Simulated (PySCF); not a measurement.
Computed with B3LYP-D3(BJ)/def2-TZVP (PySCF 2.14.0). Gas-phase values, no solvent. B3LYP has the VWN-RPA correlation part, as in Gaussian. Delta-SCF ions had no search for a lower state. 

Reference species (SMILES): `[SiH3]B[SiH3]` (neutral, multiplicity 1).

The vertical ionisation energy (Delta-SCF) is 9.94 eV and the HOMO comes out as -7.80 eV. The LUMO is -3.00 eV.

Changed species: `B` (3 of 3 SiH3 replaced by H; the reference has 1 of 3 SiH3 replaced by H).

Predict the effect on the vertical ionisation energy (Delta-SCF), HOMO and LUMO.

the vertical ionisation energy (Delta-SCF) increases by 3.23 eV, to 13.17 eV; the HOMO decreases by 1.95 eV, to -9.75 eV; the LUMO rises by 0.78 eV, to -2.22 eV.
